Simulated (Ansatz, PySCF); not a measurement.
Complex: H2 (SMILES [H][H]) (first 2 atoms) with CH2O2 (SMILES O=CO); geometry from B3LYP-D3(BJ)/def2-TZVP.
(charge 0, multiplicity 1):
```xyz
7

H      0.01501     0.41293    -0.44022
H     -0.07755    -0.19628    -0.01959
O     -0.13701    -1.17556     2.71084
C      0.07183    -0.16922     3.32597
O      0.26794     1.04274     2.78357
H      0.13181    -0.09965     4.41960
H      0.20915     0.94883     1.81737
```

Counterpoise-corrected where a basis set is named; no monomer relaxation. Rows marked so take none.

Rows in 3-21G carry no dispersion term and start afresh at each structure.

Codes used: Ansatz (Gaussian basis) for Hartree–Fock, density functionals and correlated methods; PySCF for 3-21G rows, the dispersion terms. Each number belongs to the level named beside it.

**Question.** One of these levels gives -6.5 kJ/mol for the interaction energy. Which one is it?
A. B3LYP/3-21G (no counterpoise)
B. PBE/def2-TZVPPD
C. PBE-D4/def2-TZVPPD

**Answer.** A, B3LYP/3-21G (no counterpoise). The others give -3.8 (PBE/def2-TZVPPD), -5.2 (PBE-D4/def2-TZVPPD)

Ansatz is an electronic-structure program.
